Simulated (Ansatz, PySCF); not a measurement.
Gas-phase reaction (SMILES): CO (CH4O) [methanol] → C[O-] + H+; deprotonation at the site shown.

Each molecule is optimised on its own at B3LYP-D3(BJ)/def2-TZVP (Ansatz, an electronic-structure program). Cores are frozen in the correlated levels unless marked. No spin-orbit coupling. Non-relativistic. CBS(X,Y): correlation extrapolated as X^-3; Hartree-Fock from the larger set. The bracket is a focal-point correction in the basis named. Anions need diffuse functions, of which def2-TZVPD holds fewer than the aug- sets. Thermal terms are rigid-rotor harmonic-oscillator values from B3LYP-D3(BJ) frequencies (PySCF) at 298.15 K and 1 atm. 1 Eh = 627.5095 kcal/mol. The proton has no electrons: its energy is zero and its thermal terms are those of translation.

```csv
species,"E, RI-MP2/CBS(aug-cc-pVTZ,aug-cc-pVQZ)+[CCSD(T)-MP2]/aug-cc-pVTZ (Ansatz) (Eh)","E, wB97X-V/def2-TZVPD (Ansatz) (Eh)",H - E (Eh),G - E (Eh)
CO (CH4O),-115.61566,-115.73216,0.05533,0.02827
C[O-],-114.99181,-115.10872,0.03834,0.01330
H+,0.00000,0.00000,0.00236,-0.01000
```

Q: Work out ΔE and ΔH, ΔG, ΔS and the equilibrium constant at 298.15 K at the first level, then ΔH at the second.

A: 
1. ΔE = [(-114.99181) + (0.00000)] - [(-115.61566)] = 0.62385 Eh = 391.5 kcal/mol at RI-MP2/CBS(aug-cc-pVTZ,aug-cc-pVQZ)+[CCSD(T)-MP2]/aug-cc-pVTZ.
2. The terms H - E add up to -0.01463 Eh, so ΔH = (0.62385 + (-0.01463))×627.5095 = 382.3 kcal/mol.
3. The terms G - E add up to -0.02497 Eh, so ΔG = 375.8 kcal/mol, and ΔS = (-0.01463 - (-0.02497))×627509.5/298.15 = 21.8 cal/(mol K).
4. log10 K = -ΔG/(RT ln 10) = -275.5, with RT ln 10 = 1.3642 kcal/mol.
5. At wB97X-V/def2-TZVPD the same steps give ΔE = 391.2 and ΔH = 382.0 kcal/mol, a shift of -0.3 from the first level.
6. These values are not checked against measurement here, since the tables used lack a sound gas-phase enthalpy of formation for at least one species, or one in the same ion convention.
